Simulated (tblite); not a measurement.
Compound: C2H6O2SSi.
Z-matrix (Å and degrees, GFN2-xTB geometry), rows numbered from 1:
```
C 
Si  1  1.8963
O   2  1.6205  1  114.98
S   2  2.1686  1  110.21  3   121.58
C   2  1.9182  1  112.25  3  -117.20
O   5  1.2039  2  123.75  1   -38.17
H   1  1.0860  2  111.17  3   166.14
H   1  1.0863  2  110.71  3    46.77
H   1  1.0874  2  111.81  3   -73.55
H   3  0.9546  2  123.05  1    76.14
H   4  1.3221  2   96.41  1    62.27
H   5  1.1091  2  116.57  1   142.96
```

Method: GFN2-xTB as coded in tblite; computed harmonic values from a numerical Hessian at the method's own geometry, unscaled. Against measured fundamentals such values can be off by several per cent, at times by over 20. Modes of hydrogen on sulfur can be 10 to 20 % off. One conformer, not necessarily the lowest.

Harmonic wavenumbers (cm⁻¹): 46.4, 92.1, 109.4, 120.0, 153.6, 162.9, 196.7, 218.0, 266.9, 380.0, 463.7, 648.6, 701.2, 734.8, 766.7, 784.0, 822.8, 843.2, 931.7, 1348.1, 1374.7, 1465.8, 1469.5, 1749.1, 2488.8, 2723.8, 3027.9, 3041.9, 3049.1, 3643.3.

A = 2438, B = 1733, C = 1504 MHz; mass 121.986 u (most abundant isotopes); point group C1, symmetry number 1.

Task: Zero-point energy?

Result: Half the sum of the wavenumbers: 16912 cm⁻¹ = 202.32 kJ/mol.

Task: What is S at 298.15 K and 1 bar for an ideal gas of classical rigid rotors and harmonic oscillators?

Result: Translation 168.77, rotation 118.47, vibration 123.92: S = 411.2 J/(mol K).

Task: And Cp and H(298.15 K) − H(0)?

Result: Cp = 141.34 J/(mol K), of which vibrations give 108.09 (their classical limit is 30 R = 249.4); H(298.15 K) − H(0) = 28.67 kJ/mol without the zero-point energy, 18.76 from vibrations.

Task: Which modes carry the vibrational entropy at 298.15 K?

Result: 46.4 cm⁻¹: 20.77; 92.1 cm⁻¹: 15.12; 109.4 cm⁻¹: 13.72; 120.0 cm⁻¹: 12.97; 153.6 cm⁻¹: 10.99; 162.9 cm⁻¹: 10.53 J/(mol K); the other 24 give 39.80 together.

Task: How do the functions run with temperature in this model?

Result: 
```json
{"T (K)": "100", "S (J/(mol K))": "290.3", "Cp (J/(mol K))": "85.5", "H − H(0) (kJ/mol)": "5.76", "G − H(0) (kJ/mol)": "-23.27", "ln q(vib)": "1.81"}
{"T (K)": "200", "S (J/(mol K))": "359.8", "Cp (J/(mol K))": "116.7", "H − H(0) (kJ/mol)": "15.97", "G − H(0) (kJ/mol)": "-55.99", "ln q(vib)": "4.72"}
{"T (K)": "300", "S (J/(mol K))": "412.0", "Cp (J/(mol K))": "141.8", "H − H(0) (kJ/mol)": "28.93", "G − H(0) (kJ/mol)": "-94.68", "ln q(vib)": "7.38"}
{"T (K)": "500", "S (J/(mol K))": "493.6", "Cp (J/(mol K))": "177.9", "H − H(0) (kJ/mol)": "61.18", "G − H(0) (kJ/mol)": "-185.62", "ln q(vib)": "12.04"}
{"T (K)": "800", "S (J/(mol K))": "585.0", "Cp (J/(mol K))": "210.9", "H − H(0) (kJ/mol)": "119.91", "G − H(0) (kJ/mol)": "-348.10", "ln q(vib)": "17.84"}
{"T (K)": "1000", "S (J/(mol K))": "633.8", "Cp (J/(mol K))": "225.8", "H − H(0) (kJ/mol)": "163.65", "G − H(0) (kJ/mol)": "-470.10", "ln q(vib)": "21.15"}
```

q(vib) and H(0) count from the zero-point level.

Hindered rotation and anharmonicity are outside this model. Other conformers, if any are populated, would add a mixing term that is left out. The structure is chiral; the term R ln 2 for an equal mix with its mirror image is left out.
